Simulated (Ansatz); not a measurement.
The cluster W₂S₄⁻ (the lowest doublet isomer of a short search) was relaxed with PBE-D4 (def2-SVPD) in Ansatz in these states: charge -1 doublet, charge -1 quartet. The geometries follow in no particular order.

In the def2 sets W takes a core potential; there is no spin–orbit coupling.

A:

Cartesian coordinates in Å:
```
W -0.038 1.237 -0.350
W -0.416 -0.968 0.738
S 1.431 1.481 -1.955
S 0.444 0.889 1.956
S 0.706 -2.748 0.133
S -2.127 0.108 -0.521
```

B:

```xyz
6

W     0.257   -0.151   -1.179
W     0.127   -0.377    1.150
S    -0.658    1.655   -2.038
S    -1.108   -1.858   -0.241
S    -0.900    1.240    2.232
S     2.282   -0.509    0.075
```

Task: Judge from the bond lengths which geometry belongs to which state (an estimate).

Result: A is the charge -1 quartet (W1–W2 2.488 Å, W2–S6 2.381 Å, W1–S6 2.381 Å); B is the charge -1 doublet (W1–W2 2.343 Å, W2–S6 2.412 Å, W1–S6 2.409 Å).

At PBE0-D4/def2-TZVPD a doublet lies 0.22 eV below the charge -1 quartet. These are the stationary points nearest to one start from a short search; other shapes may lie lower in each state.
